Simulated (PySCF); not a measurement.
Electron correlation in Ag (silver, neutral)

[Kr] 4d10 5s1, 2S determinant. Computed with PySCF 2.14 in aug-cc-pVDZ-PP with ECP28MDF, with scalar relativity through the core potential. Frozen: 4s2 4p6; 11 electrons correlated.

```
  level  correlation energy (mhartree)
   CCSD                        -312.97
    (T)                          -8.69
CCSD(T)                        -321.66
```

Diagnostics: T1 = 0.017, D1 = 0.0700, largest double amplitude 0.016.

Cost of the coupled-cluster step: about 5 core-seconds, for 11 correlated electrons.

Iterations:

```
CC2 = 0
CCSD nocc = (np.int64(6), np.int64(5)), nmo = (50, 50)
frozen orbitals [[0, 1, 2, 3], [0, 1, 2, 3]]
max_cycle = 100
direct = 0
conv_tol = 1e-08
conv_tol_normt = 1e-06
diis_space = 8
diis_start_cycle = 0
Init t2, MP2 energy = -0.333493582391725
Init E_corr(UCCSD) = -0.333493582415298
cycle = 1  E_corr(UCCSD) = -0.306537164116494  dE = 0.0269564183  norm(t1,t2) = 0.0666455
cycle = 2  E_corr(UCCSD) = -0.312837380844118  dE = -0.00630021673  norm(t1,t2) = 0.0210537
cycle = 3  E_corr(UCCSD) = -0.312423471879959  dE = 0.000413908964  norm(t1,t2) = 0.0100388
cycle = 4  E_corr(UCCSD) = -0.312936235890735  dE = -0.000512764011  norm(t1,t2) = 0.00442278
cycle = 5  E_corr(UCCSD) = -0.312983553379451  dE = -4.73174887e-05  norm(t1,t2) = 0.000348112
cycle = 6  E_corr(UCCSD) = -0.31297039246979  dE = 1.31609097e-05  norm(t1,t2) = 0.000112069
cycle = 7  E_corr(UCCSD) = -0.312968402361115  dE = 1.99010867e-06  norm(t1,t2) = 3.51572e-05
cycle = 8  E_corr(UCCSD) = -0.312969586101719  dE = -1.1837406e-06  norm(t1,t2) = 1.1409e-05
cycle = 9  E_corr(UCCSD) = -0.312969826152812  dE = -2.40051093e-07  norm(t1,t2) = 3.02999e-06
cycle = 10  E_corr(UCCSD) = -0.312969788577641  dE = 3.7575171e-08  norm(t1,t2) = 7.05502e-07
cycle = 11  E_corr(UCCSD) = -0.312969782966445  dE = 5.61119656e-09  norm(t1,t2) = 2.38089e-07
UCCSD converged
E(UCCSD) = -146.3674913072042  E_corr = -0.3129697829664446
UCCSD(T) correction = -0.00869356321463485
```
